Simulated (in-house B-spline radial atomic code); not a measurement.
**Binding energies in neutral vanadium**

NIST's tabulated ground configuration is [Ar] 3d3 4s2; each binding energy is the energy of the ion with one electron taken from that subshell, relaxed, less that of the parent. Level of theory: Dirac-Hartree-Fock, average of configuration, Fermi nucleus of rms radius 3.6002 fm; calculated with a radial B-spline atomic code at the basis-set limit. Energies include first-order Breit, QED and recoil terms.

| subshell | X-ray name | binding energy (eV) | -ε (eV) | relaxation (eV) |
| --- | --- | --- | --- | --- |
| 1s | K | 5476.6 | 5523.1 | 38.8 |
| 2s | L1 | 641 | 658.1 | 16.5 |
| 2p1/2 | L2 | 532.9 | 551.4 | 18.0 |
| 2p3/2 | L3 | 526 | 544.1 | 17.8 |
| 3s | M1 | 83.42 | 88.19 | 4.71 |
| 3p1/2 | M2 | 51.56 | 56.06 | 4.46 |
| 3p3/2 | M3 | 50.75 | 55.16 | 4.40 |
| 3d | M4,5 | 9.29 | 12.28 | 3.00 |
| 4s | N1 | 6.12 | 6.38 | 0.26 |

Relaxation = -ε minus the binding energy without Breit, QED and recoil terms.

Emission lines follow as differences of binding energies, with λ = 12398.42 eV·Å / E:

| line | holes | energy (eV) | wavelength (Å) |
| --- | --- | --- | --- |
| K-L3 | 1s → 2p3/2 | 4950.6 | 2.5044 |
| K-L2 | 1s → 2p1/2 | 4943.7 | 2.5079 |
| K-M3 | 1s → 3p3/2 | 5425.9 | 2.2851 |
| L1-M3 | 2s → 3p3/2 | 590.2 | 21.005 |
| L3-M1 | 2p3/2 → 3s | 442.6 | 28.014 |

Question: What screening constant σ does Moseley's law, E = (3/4)·13.6057 eV·(Z - σ)², need for K-L3?

Answer: σ = 0.97.

Question: What does it cost to remove both a 2s and a 3p3/2 electron?

Answer: 711.11 eV, which is 19.32 eV more than the two single binding energies together.

Question: What does it cost to remove both a 3p1/2 and a 4s electron?

Answer: 66.096 eV, which is 8.42 eV more than the two single binding energies together.

Question: What does it cost to remove both a 3p3/2 and a 3p1/2 electron?

Answer: 118.11 eV, which is 15.8 eV more than the two single binding energies together.
